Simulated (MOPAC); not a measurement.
Job for MOPAC: PM6 on BrHSSn (SMILES [SH][Sn][Br]), a point of a torsion scan.

```
PM6 1SCF PRECISE CHARGE=0 THREADS=1
BrHSSn

S     -1.47673634 1     0.43251041 1     0.46872352 1
Sn     0.82286489 1     0.98883898 1    -0.26267966 1
Br     0.47931769 1     3.35544648 1    -1.10175535 1
H     -1.64902604 1    -0.60930103 1    -0.33795539 1
```

It printed:

```
*******************************************************************************
 **                                                                           **
 **                              MOPAC v23.2.5                                **
 **                                                                           **
 *******************************************************************************
 ** MOPAC's Digital Object Identifier: https://doi.org/10.5281/zenodo.6511958 **
 **                                                                           **
 ** Please cite the open-source release paper for use of this MOPAC version:  **
 ** J. E. Moussa and J. J. P. Stewart (2026)                                  **
 ** MOPAC: An open-source semiempirical molecular orbital program             **
 ** J. Open Source Softw., 11(119), 8025, https://doi.org/10.21105/joss.08025 **
 *******************************************************************************

                              PM6 CALCULATION RESULTS

 *******************************************************************************
 *  PM6        - The PM6 Hamiltonian to be used
 *
 *
 *
 *                 CHARGE ON SYSTEM = 0
 *
 *
 *
 *  PRECISE    - TIGHTER CRITERIA TO BE USED
 *  1SCF       - DO 1 SCF AND THEN STOP
 *  THREADS=1  - MULTI-THREADING NOT USED
 *  T=         - A TIME OF 172800.0 SECONDS REQUESTED
 *  DUMP=N     - RESTART FILE WRITTEN EVERY 7200.0 SECONDS REQUESTED
 *******************************************************************************
PM6 1SCF PRECISE CHARGE=0 THREADS=1
 BrHSSn

   ATOM   CHEMICAL          X               Y               Z
  NUMBER   SYMBOL      (ANGSTROMS)     (ANGSTROMS)     (ANGSTROMS)

     1       S         -1.47673634  *   0.43251041  *   0.46872352  *
     2      Sn          0.82286489  *   0.98883898  *  -0.26267966  *
     3      Br          0.47931769  *   3.35544648  *  -1.10175535  *
     4       H         -1.64902604  *  -0.60930103  *  -0.33795539  *



          CARTESIAN COORDINATES

    NO.       ATOM           X           Y           Z

     1         S         -1.4767      0.4325      0.4687
     2        Sn          0.8229      0.9888     -0.2627
     3        Br          0.4793      3.3554     -1.1018
     4         H         -1.6490     -0.6093     -0.3380

 General Reference for PM6:
 "Optimization of Parameters for Semiempirical Methods V: Modification of NDDO Approximations
 and Application to 70 Elements", J. J. P. Stewart, J. Mol. Mod., 13, 1173-1213 (2007)
 URL: https://link.springer.com/article/10.1007/s00894-007-0233-4

           Empirical Formula: H S Sn Br  =     4 atoms



      MOLECULAR POINT GROUP   :   C1


      RHF CALCULATION, NO. OF DOUBLY OCCUPIED LEVELS = 9


 -------------------------------------------------------------------------------
 PM6 1SCF PRECISE CHARGE=0 THREADS=1
 BrHSSn



     1SCF WAS SPECIFIED, SO BFGS WAS NOT USED
     SCF FIELD WAS ACHIEVED


                              PM6 CALCULATION
                                                       MOPAC v23.2.5 Linux




          FINAL HEAT OF FORMATION =         -6.89808 KCAL/MOL =     -28.86156 KJ/MOL


          COSMO AREA              =        132.19 SQUARE ANGSTROMS
          COSMO VOLUME            =        126.69 CUBIC ANGSTROMS

          IONIZATION POTENTIAL    =          8.879311 EV
          HOMO LUMO ENERGIES (EV) =         -8.879 -2.041
          NO. OF FILLED LEVELS    =          9
          MOLECULAR WEIGHT        =        231.6619         POINT GROUP:  C1

          MOLECULAR DIMENSIONS (Angstroms)

            Atom       Atom       Distance
            H     4   Br     3     4.56426
           Sn     2    S     1     1.82127
           Br     3    S     1     0.84618


          SCF CALCULATIONS        =          1





   ATOM   CHEMICAL          X               Y               Z
  NUMBER   SYMBOL      (ANGSTROMS)     (ANGSTROMS)     (ANGSTROMS)

     1       S         -1.47673634  *   0.43251041  *   0.46872352  *
     2      Sn          0.82286489  *   0.98883898  *  -0.26267966  *
     3      Br          0.47931769  *   3.35544648  *  -1.10175535  *
     4       H         -1.64902604  *  -0.60930103  *  -0.33795539  *

                             CARTESIAN COORDINATES

   1    S       -1.476736340     0.432510410     0.468723520
   2   Sn        0.822864890     0.988838980    -0.262679660
   3   Br        0.479317690     3.355446480    -1.101755350
   4    H       -1.649026040    -0.609301030    -0.337955390


           Empirical Formula: H S Sn Br  =     4 atoms



      MOLECULAR POINT GROUP   :   C1


                  EIGENVALUES
 -29.86611 -27.46256 -15.40547 -13.30713 -11.48955 -10.98023 -10.89044  -9.61289
  -8.87931  -2.04110  -0.67477  -0.45873   0.53187   1.80256   1.84959   1.87120
   1.91352   3.46891 114.99600 115.02344 115.11464 115.48235 115.48893


              NET ATOMIC CHARGES AND DIPOLE CONTRIBUTIONS

  ATOM NO.   TYPE          CHARGE      No. of ELECS.   s-Pop       p-Pop       d-Pop
    1          S          -0.592878        6.5929     1.93962     4.53730     0.11595
    2         Sn           0.751726        3.2483     1.87891     1.36936
    3         Br          -0.368703        7.3687     1.98995     5.37636     0.00240
    4          H           0.209855        0.7901     0.79014
 DIPOLE           X         Y         Z       TOTAL
 POINT-CHG.     4.665    -4.218    -0.673     6.325
 HYBRID        -2.826     1.825     0.367     3.384
 SUM            1.839    -2.393    -0.306     3.034


          ATOMIC ORBITAL ELECTRON POPULATIONS

     Atom    s        px        py        pz      x^2-y^2     xz        z^2       yz        xy
    1  S   1.93962   1.50799   1.43160   1.59772   0.03319   0.01342   0.00922   0.05469   0.00543
    2 Sn   1.87891   0.65790   0.52820   0.18326
    3 Br   1.98995   1.96915   1.53748   1.86973   0.00094   0.00008   0.00026   0.00061   0.00051
    4  H   0.79014

 **********************
 *                    *
 * JOB ENDED NORMALLY *
 *                    *
 **********************




 == MOPAC DONE ==
```

The run finished.

Cost: about 0.020 core-seconds (a rough figure).
